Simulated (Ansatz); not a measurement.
Gas-phase electronic energies from Ansatz, PBE0-D4/def2-TZVP geometries. CCSD(T)/CBS is the MP2 limit (def2-TZVPP, def2-QZVPP) plus CCSD(T) − MP2 in def2-TZVPP, frozen cores. Functionals use def2-TZVPP. HSE06 is defined as in plane-wave codes. def2 core potentials past Kr. For Sb outer-core shells are correlated without core-valence functions, which leaves a few kJ/mol of doubt a bond. One conformer a species, not always the lowest.

`N[Si](O)(Cl)[SbH2]` + `CBCC` → `C[BH][SbH2]` + `CC[Si](N)(O)Cl`  (redistribution)

(1) Is it downhill or uphill in electronic energy at CCSD(T)/CBS, and by how much? (Best estimate.)

(2) What do these levels give: r2SCAN0-D4, BHLYP-D4, PBE, r2SCAN0, HSE06, LC-ωPBE, HF/def2-SVP, HF/def2-TZVPP, SCS-MP2/def2-TZVPP, MP2/def2-QZVPP, SCS-MP2/def2-QZVPP, CCSD/CBS(def2)? (Best estimate.)

(3) What do rigid-rotor, harmonic-oscillator terms from PBE0-D4/def2-TZVP frequencies (298.15 K, 1 bar) make of the CCSD(T)/CBS value? (Estimate.)

Largest T1 diagnostic among the species: 0.014.

Results:

(1) Ansatz gave: Uphill: ΔE = +14.2 kJ/mol.

(2) Computed: r2SCAN0-D4 15.4, BHLYP-D4 17.6, PBE 22.5, r2SCAN0 15.6, HSE06 19.3, LC-ωPBE 15.2, HF/def2-SVP 9.0, HF/def2-TZVPP 10.3, SCS-MP2/def2-TZVPP 11.1, MP2/def2-QZVPP 14.0, SCS-MP2/def2-QZVPP 13.6, CCSD/CBS(def2) 14.1 kJ/mol.

(3) The calculation gave: ΔZPE = +0.3 kJ/mol, ΔH = +14.2 kJ/mol, ΔS = -6 J/(mol·K), ΔG = +16.0 kJ/mol.

Leaving LDA and LC-ωPBE aside and taking each functional with its dispersion term where it has one, the values, not all of them listed here, spread over 8.2 kJ/mol, from PBE-QIDH to PBE-D4. From PBE to PBE0 (25 % exact exchange), in def2-TZVPP and without D4, ΔE moves by −3.3 kJ/mol.
